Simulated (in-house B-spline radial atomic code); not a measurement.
# Two electrons outside the bare core: neutral helium

Computed with a B-spline radial code for spherical atoms: configuration interaction (CI) of the two electrons, alone and with Breit and QED terms (there is no core, so MBPT adds nothing); no-pair Dirac Hamiltonian, finite nucleus. Labels give the configuration (outer n counted up each series) and the leading LS term, or the jj pair where no LS term holds 70 %.

Excitation energies (cm⁻¹):

```
    level  purity of the LS term  CI alone  CI + MBPT + Breit + QED  Landé g of the LS mixture  measured (NIST)
  1s2 1S0                    1.0         0                        0                          -                0
 1s2s 3S1                    1.0    159828                   159810                       2.00           159856
 1s2s 1S0                    1.0         ?                        ?                          ?                ?
1s2p 3P°2                    1.0    169062                   169043                       1.50           169087
1s2p 3P°1                    1.0    169062                   169043                       1.50           169087
1s2p 3P°0                    1.0    169062                   169045                          -           169088
1s2p 1P°1                    1.0    171111                   171092                       1.00           171135
 1s3s 3S1                    1.0    183213                   183193                       2.00           183237
 1s3s 1S0                    1.0    184841                   184822                          -           184865
1s3p 3P°2                    1.0    185540                   185521                       1.50           185565
1s3p 3P°1                    1.0    185540                   185521                       1.50           185565
1s3p 3P°0                    1.0    185540                   185521                          -           185565
 1s3d 3D3                    1.0         ?                        ?                          ?                ?
 1s3d 3D2                    1.0    186076                   186057                       1.17           186102
 1s3d 3D1                    1.0    186076                   186057                       0.50           186102
 1s3d 1D2                    1.0    186080                   186060                       1.00           186105
1s3p 1P°1                    1.0    186185                   186166                       1.00           186209
 1s4s 3S1                    1.0    190283                   190264                       2.00                -
 1s4s 1S0                    1.0    190937                   190918                          -                -
1s4p 3P°2                    1.0    191216                   191197                       1.50                -
```

(1) Where does 1s2s 1S0 lie?

(2) Where does 1s3d 3D3 lie?

(3) What is the first ionisation energy?

Some electric-dipole lines (reduced elements in atomic units, length form; vacuum wavelengths from the computed energies):

```csv
upper,lower,D bare (size),D with core polarisation (size),λ (nm),A (s⁻¹)
1s2p 3P°2,1s2s 3S1,5.66,5.66,1083,1e+07
1s2p 3P°1,1s2 1S0,0.000252,0.000252,59.156,2.1e+02
1s2p 3P°1,1s2s 3S1,4.38,4.38,1083,1e+07
1s2p 3P°0,1s2s 3S1,2.53,2.53,1082.8,1e+07
1s2p 1P°1,1s2 1S0,0.729,0.729,58.448,1.8e+09
1s2p 1P°1,1s2s 3S1,0.00144,0.00144,886.37,2
1s3p 3P°2,1s2s 3S1,1.17,1.17,388.93,9.5e+06
1s3p 3P°1,1s2 1S0,0.000114,0.000114,53.902,56
1s3p 3P°1,1s2s 3S1,0.908,0.908,388.93,9.5e+06
1s3p 3P°0,1s2s 3S1,0.524,0.524,388.93,9.5e+06
```

Weak lines are less accurate than strong ones.

Results:

(1) 166253 cm⁻¹ in CI alone and 166236 cm⁻¹ with all corrections.

(2) 186076 cm⁻¹ in CI alone and 186057 cm⁻¹ with all corrections; g = 1.33; measured 186102 cm⁻¹.

(3) 24.582 eV to the 1s1/2 state of the next ion (24.584 eV from CI alone). NIST lists 24.587389 ± 2.5e-08 eV (measured).
